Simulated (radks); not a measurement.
Values are calculated unless marked as measured or tabulated.
Spherical quantum dot in the effective-mass picture: electrons in a well V = -V0 / (1 + exp((r - R)/a)) with V0 = 22.2, R = 2.42, a = 0.082, all in effective atomic units (hartree* = m*/eps^2 hartree, bohr* = eps/m* bohr), one dielectric constant everywhere. Level of theory: non-relativistic Kohn-Sham, PBE, spin-polarised, spherical densities (a radial shooting solver with Libxc functionals). Levels are named by radial order and angular momentum (1s, 1p, 1d, 2s, ...), and open shells are averaged over m. Results are scaled to m* = 0.115 and eps = 11.8, for which hartree* = 22.47 meV and bohr* = 5.43 nm.

N = 2, configuration 1s2. This is the lowest configuration that the search found. Occupied and some empty levels:

level,occupation,eigenvalue (meV),<r> (nm)
1s,2,-460.00,7.010
1p,0,-442.62,8.120
1d,0,-419.71,8.836
2s,0,-405.43,6.738

Energy (meV): total -946.302, kinetic 32.550, external -993.59, Hartree 31.092, exchange-correlation -16.352.

Electron density:

r (nm),n(r) (e/nm^3)
0.297,0.0009970
1.04,0.0009863
1.79,0.0009637
2.53,0.0009291
3.28,0.0008821
4.03,0.0008232
4.77,0.0007526
5.52,0.0006719
6.26,0.0005830
7.01,0.0004881
7.75,0.0003923
8.50,0.0002988
9.25,0.0002138
9.99,0.0001410
10.7,0.00008296
11.5,0.00004160
12.2,0.00001614
13.0,4.298e-06
13.7,8.138e-07
14.5,1.308e-07
